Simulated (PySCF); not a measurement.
Input for PySCF: R-B3LYP/LANL2DZ on CH5BOSe (SMILES COB[SeH]), a point of a torsion scan.

```python
from pyscf import gto, scf, dft, mp
from pyscf.data.elements import chemcore

mol = gto.M(
    atom='''
    C    -0.99146013   -0.80927596   -0.02698105
    O    -1.24816927    0.31311388   -0.83400625
    B    -1.45135629    0.29789450   -2.14209017
    Se   -1.77321257    2.02603950   -2.92502937
    H    -0.01829986   -0.67751566    0.45048980
    H    -0.99013880   -1.73151854   -0.61260859
    H    -1.76339328   -0.86533273    0.74331689
    H    -1.44781191   -0.66074122   -2.82168415
    H    -1.66888588    2.77837043   -1.70702981
    ''',
    basis='lanl2dz',
    ecp={'Se': 'lanl2dz'},
    charge=0, spin=0, verbose=3, max_memory=1800)
mf = dft.RKS(mol, xc='b3lyp')
mf.conv_tol = 1e-8
mf.max_cycle = 100
mf.kernel()
if not mf.converged:
    mf = mf.newton().run(mf.mo_coeff, mf.mo_occ)
```

It printed:

```
converged SCF energy = -150.436665123225
```

The calculation finished and met its thresholds.

Cost: very roughly 6 core-seconds.
